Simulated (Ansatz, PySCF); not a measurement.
Gas-phase reaction (SMILES): OB(O)P + 3 [H][H] (H2) -> B (BH3) + 2 O (H2O) + P (PH3); energy of full hydrogenation.

Each molecule is optimised on its own at B3LYP-D3(BJ)/def2-TZVP (Ansatz, a quantum-chemistry and plane-wave program), one conformer each, not searched for the lowest. Valence correlation only, unless marked. No spin-orbit coupling. Non-relativistic. Basis-set limits of correlation are two-point, X^-3; Hartree-Fock from the larger set. Thermal terms are rigid-rotor harmonic-oscillator values from B3LYP-D3(BJ) frequencies (PySCF) at 298.15 K and 1 atm. 1 Eh = 627.5095 kcal/mol.

```tsv
species	E, CCSD(T)/CBS(aug-cc-pV(T+d)Z,aug-cc-pV(Q+d)Z) (Ansatz) (Eh)	E, wB97M-V/def2-TZVPD (Ansatz) (Eh)	H - E (Eh)	G - E (Eh)
OB(O)P	-518.58094	-519.17063	0.05789	0.02295
[H][H] (H2)	-1.17444	-1.16077	0.01336	-0.00144
B (BH3)	-26.54880	-26.58282	0.03008	0.00872
O (H2O)	-76.37513	-76.43347	0.02495	0.00353
P (PH3)	-342.71705	-343.11482	0.02774	0.00389
```

### Question
Work out ΔE and ΔH, ΔG, ΔS and the equilibrium constant at 298.15 K at the first level, then ΔH at the second.

### Answer

1. ΔE = [(-26.54880) + 2×(-76.37513) + (-342.71705)] - [(-518.58094) + 3×(-1.17444)] = 0.08815 Eh = 55.3 kcal/mol at CCSD(T)/CBS(aug-cc-pV(T+d)Z,aug-cc-pV(Q+d)Z).
2. The terms H - E add up to 0.00975 Eh, so ΔH = (0.08815 + (0.00975))×627.5095 = 61.4 kcal/mol.
3. The terms G - E add up to 0.00104 Eh, so ΔG = 56.0 kcal/mol, and ΔS = (0.00975 - (0.00104))×627509.5/298.15 = 18.3 cal/(mol K).
4. log10 K = -ΔG/(RT ln 10) = -41.0, with RT ln 10 = 1.3642 kcal/mol.
5. With ΔH and ΔS taken as constant, ΔG changes sign near ΔH/ΔS = 3360 K, a rough figure that leaves out heat capacities.
6. At wB97M-V/def2-TZVPD the same steps give ΔE = 55.4 and ΔH = 61.6 kcal/mol, a shift of +0.2 from the first level.
7. These values are not checked against measurement here, since the tables used lack a sound gas-phase enthalpy of formation for at least one species.
